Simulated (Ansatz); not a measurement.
H4OS3Zr (`[OH][Zr]([SH])([SH])[SH]`), charge 0, multiplicity 1.

Give a relaxed structure at PBE0-D4/def2-TZVP (Ansatz). (Estimate.)

The calculation gave: 
Z-matrix (Å, degrees):
```
Zr
S 1 2.438
S 1 2.435 2 106.3
O 1 1.894 2 114.0 3 120.1
S 1 2.445 2 105.8 3 -118.3
H 2 1.349 1 90.6 3 -178.2
H 3 1.348 1 89.8 2 -79.7
H 4 0.954 1 165.5 2 -1.1
H 5 1.348 1 91.5 2 -155.5
```
This is one stationary point; other conformers may exist.
